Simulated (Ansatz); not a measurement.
H2Be, charge -1, doublet, at the geometry of the source list (a state made from the parent by changing its charge; the spin is typed, not shown lowest) (a gas-phase anion, which may not be bound at this level). Base run: PBE0/6-31G** (Ansatz, a quantum-chemistry and plane-wave program).

Input for Ansatz:
Ansatz 0.2 input:
```yaml
crystal:
  periodic: [false, false, false]
  atoms:
    - {symbol: Be, position_ang: [0.00000000, 0.00000000, 0.00000000]}
    - {symbol: H, position_ang: [0.53390000, -0.70850000, 0.92260000]}
    - {symbol: H, position_ang: [-0.53390000, 0.70850000, -0.92260000]}
basis:
  gaussian:
    orbitals: 6-31G__.json
hamiltonian:
  xc: pbe0
total_charge: -1
magnetization: {spin_polarized: true, initial_magnetization: 1}
```
The basis file holds 6-31G** in the JSON format of the Basis Set Exchange.

Variants of this job, named by their change:

| change | basis functions | E (Eh) |
|---|---|---|
| base | 25 | -15.81201 |
| basis = STO-3G | 7 | -15.49507 |
| basis = 6-31G | 13 | -15.80750 |
| basis = 6-31G* | 19 | -15.81110 |
| basis = cc-pVDZ | 24 | -15.82860 |
| basis = def2-SVPD | 28 | -15.83645 |
| basis = 6-311++G** | 36 | -15.85658 |
| basis = 6-311+G(2d,p) | 39 | -15.85703 |
| basis = aug-cc-pVDZ | 41 | -15.86074 |
| basis = def2-TZVPP | 47 | -15.83339 |
| basis = def2-QZVPP | 96 | -15.84792 |
| basis = def2-QZVP | 96 | -15.84792 |
| basis = cc-pVQZ | 115 | -15.84785 |

Totals compare only among sets that treat the same electrons; sets with core potentials leave the core out.

A gas-phase anion may not be bound at this level; its values then depend on the basis.
